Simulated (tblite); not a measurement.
Compound: C4H10O2Si2.
Atom-mapped SMILES: `[CH3:1][CH2:2][C@@H:3]1[SiH2:4][O:5][SiH2:6][C:7]1=[O:8]` (hydrogens: H9, H10, H11 on C1; H12, H13 on C2; H14 on C3; H15, H16 on Si4; H17, H18 on Si6)

A start from a force field or distance geometry was refined with tblite, GFN2-xTB geometry optimisation, gas phase. Values at the start:

| coordinate | start |
| --- | --- |
| C1–C2 | 1.548 Å |
| C1–H9 | 1.119 Å |
| C2–C3 | 1.480 Å |
| C2–H12 | 1.099 Å |
| C2–H13 | 1.128 Å |
| C3–Si4 | 1.856 Å |
| C3–C7 | 1.483 Å |
| C3–H14 | 1.122 Å |
| Si4–O5 | 1.715 Å |
| Si4–H15 | 1.473 Å |
| Si4–H16 | 1.479 Å |
| O5–Si6 | 1.728 Å |
| Si6–C7 | 1.868 Å |
| Si6–H17 | 1.440 Å |
| Si6–H18 | 1.461 Å |
| C7=O8 | 1.222 Å |
| C1–C2–C3 | 105.1° |
| C2–C3–Si4 | 109.7° |
| C2–C3–C7 | 115.7° |
| C3–Si4–O5 | 106.0° |
| C3–C7–Si6 | 104.9° |
| C3–C7–O8 | 129.9° |
| Si4–O5–Si6 | 104.6° |
| O5–Si6–C7 | 104.0° |
| C2–C3–Si4–O5 | -150° |
| C3–Si4–O5–Si6 | -1° |
| Si4–O5–Si6–C7 | 20° |
| O5–Si6–C7–O8 | 142° |

How do these coordinates change at the GFN2-xTB level?

```json
{"coordinate": "O5–Si6", "GFN2-xTB (Å or °)": "1.642", "change": "-0.086"}
{"coordinate": "Si4–O5", "GFN2-xTB (Å or °)": "1.641", "change": "-0.074"}
{"coordinate": "Si6–C7", "GFN2-xTB (Å or °)": "1.930", "change": "+0.062"}
{"coordinate": "C3–Si4", "GFN2-xTB (Å or °)": "1.912", "change": "+0.056"}
{"coordinate": "C2–C3", "GFN2-xTB (Å or °)": "1.525", "change": "+0.045"}
{"coordinate": "C2–H13", "GFN2-xTB (Å or °)": "1.092", "change": "-0.036"}
{"coordinate": "C3–C7", "GFN2-xTB (Å or °)": "1.518", "change": "+0.035"}
{"coordinate": "C1–H9", "GFN2-xTB (Å or °)": "1.088", "change": "-0.031"}
{"coordinate": "C1–C2", "GFN2-xTB (Å or °)": "1.522", "change": "-0.026"}
{"coordinate": "C3–H14", "GFN2-xTB (Å or °)": "1.099", "change": "-0.023"}
{"coordinate": "Si4–H16", "GFN2-xTB (Å or °)": "1.458", "change": "-0.021"}
{"coordinate": "Si4–H15", "GFN2-xTB (Å or °)": "1.456", "change": "-0.017"}
{"coordinate": "Si6–H17", "GFN2-xTB (Å or °)": "1.453", "change": "+0.013"}
{"coordinate": "C7=O8", "GFN2-xTB (Å or °)": "1.210", "change": "-0.012"}
{"coordinate": "C2–H12", "GFN2-xTB (Å or °)": "1.093", "change": "-0.006"}
{"coordinate": "Si6–H18", "GFN2-xTB (Å or °)": "1.456", "change": "-0.005"}
{"coordinate": "Si4–O5–Si6", "GFN2-xTB (Å or °)": "121.1", "change": "+16.5"}
{"coordinate": "C2–C3–Si4", "GFN2-xTB (Å or °)": "118.5", "change": "+8.8"}
{"coordinate": "O5–Si6–C7", "GFN2-xTB (Å or °)": "95.9", "change": "-8.1"}
{"coordinate": "C3–Si4–O5", "GFN2-xTB (Å or °)": "98.6", "change": "-7.4"}
{"coordinate": "C3–C7–O8", "GFN2-xTB (Å or °)": "123.0", "change": "-6.9"}
{"coordinate": "C1–C2–C3", "GFN2-xTB (Å or °)": "112.1", "change": "+7.0"}
{"coordinate": "C3–C7–Si6", "GFN2-xTB (Å or °)": "110.3", "change": "+5.4"}
{"coordinate": "C2–C3–C7", "GFN2-xTB (Å or °)": "112.8", "change": "-2.9"}
{"coordinate": "Si4–O5–Si6–C7", "GFN2-xTB (Å or °)": "3", "change": "-17"}
{"coordinate": "C3–Si4–O5–Si6", "GFN2-xTB (Å or °)": "12", "change": "+13"}
{"coordinate": "O5–Si6–C7–O8", "GFN2-xTB (Å or °)": "151", "change": "+9"}
{"coordinate": "C2–C3–Si4–O5", "GFN2-xTB (Å or °)": "-154", "change": "-4"}
```

The energy falls by 25.7 kcal/mol over 118 L-BFGS steps, the largest force on an atom goes from 2.78 to 0.010 eV/Å, and the atoms move by 0.495 Å rms after alignment. The bond that changes most is O5–Si6 (siloxane oxygen to oxygen-bound silicon), which shortens by 0.086 Å. Bonds longer at the end by more than 0.005 Å: 5 of 18; shorter: 11. Among the dihedrals that turn most is H10–C1–C2–H12, from 10° to -57°. Rotational constants go from 2122, 1287, 860.9 to 2173, 1182, 810.5 MHz.

Its GFN2-xTB frequencies are all real (lowest 55 cm⁻¹). One conformer, not necessarily the lowest.

All values are computed, not measured.
